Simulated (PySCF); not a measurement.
C$_{2}$H$_{6}$N (SMILES [CH2]NC), doublet, geometry from GFN2-xTB. Base run: PySCF with HF/STO-3G.

Input for PySCF:
```python
from pyscf import gto, scf

mol = gto.M(
    atom='''
C     1.200912   -0.354090   -0.260352
N     0.155141    0.394165    0.264962
C    -1.196764   -0.024490   -0.005583
H     1.056730   -0.730615   -1.256111
H     2.188297   -0.053528    0.034763
H     0.305443    0.674538    1.225927
H    -1.482562   -0.937816    0.533842
H    -1.296212   -0.215077   -1.073546
H    -1.882568    0.774819    0.275993
''',
    basis='sto-3g',
    charge=0,
    spin=1,
    verbose=5,
)

mf = scf.UHF(mol)
mf.kernel()
mo_i, mo_e, stable_i, stable_e = mf.stability(internal=True, external=True, return_status=True, nroots=6, tol=1e-6)
print('internally stable:', stable_i, ' externally stable:', stable_e)
if not stable_i:
    umf = mf.copy()
    umf.scf_summary = {}
    umf.kernel(umf.make_rdm1(mo_i, mf.mo_occ))
```

The bond that is stretched is that between atoms 6 and 2. A test that says stable can miss a lower solution.

The base run was repeated with changes; each row names its change, and settings that it needs were set with it.

```json
[
 {"change": "base", "ΔE vs base (kcal/mol)": "0.000", "<S^2>": "0.758", "E after following the instability (Eh)": "-", "<S^2> there": "-", "stability test says": "stable"},
 {"change": "bond × 1.25", "ΔE vs base (kcal/mol)": "25.59", "<S^2>": "0.759", "E after following the instability (Eh)": "-", "<S^2> there": "-", "stability test says": "stable"},
 {"change": "bond × 1.5", "ΔE vs base (kcal/mol)": "74.9", "<S^2>": "0.771", "E after following the instability (Eh)": "-131.85500", "<S^2> there": "0.99", "stability test says": "internal instability"},
 {"change": "bond × 1.8", "ΔE vs base (kcal/mol)": "97.6", "<S^2>": "0.775", "E after following the instability (Eh)": "-131.84585", "<S^2> there": "1.41", "stability test says": "internal instability"},
 {"change": "bond × 2.2", "ΔE vs base (kcal/mol)": "91.1", "<S^2>": "0.751", "E after following the instability (Eh)": "-131.86027", "<S^2> there": "1.42", "stability test says": "internal instability"},
 {"change": "bond × 3.0", "ΔE vs base (kcal/mol)": "89.2", "<S^2>": "0.750", "E after following the instability (Eh)": "-131.86254", "<S^2> there": "1.42", "stability test says": "internal instability"}
]
```

On stretching, the SCF can end on different states; <S^2> shows the spin contamination of each.
